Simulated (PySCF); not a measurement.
CH₈FNOSi₂, SMILES C[SiH2]N[Si@H](O)F.

Geometry optimised at PBE-D3(BJ)/def2-SVP. The structure was generated by enumeration; whether it is a known compound was not checked. One conformer was computed; it need not be the lowest.

Two levels are set side by side: TDA-PBE/def2-SVPD (PySCF) and TDA-B3LYP/def2-SVPD (PySCF). Vertical, same geometry. The lowest singlet is HOMO→LUMO 98 % with PBE and HOMO→LUMO 84 %, HOMO→LUMO+1 13 % with the other functional; states are paired by order. Differences are taken from unrounded values.

| quantity | TDA-B3LYP | TDA-PBE | TDA-PBE minus TDA-B3LYP |
|---|---|---|---|
| lowest singlet excitation (eV) | 6.60 | 5.98 | -0.62 |
| lowest triplet excitation (TDA) (eV) | 6.32 | 5.83 | -0.49 |
| first bright state (f over 0.05) (eV) | 7.23 | 7.29 | 0.06 |
| its oscillator strength | 0.06 | 0.10 | 0.04 |

A lower first singlet is the usual sign of a functional without exact exchange. Differences between two approximate levels are no errors against the true value.

Rough cost on one machine, each run with all the roots and properties that it gave: TDA-B3LYP against TDA-PBE about 3 times.
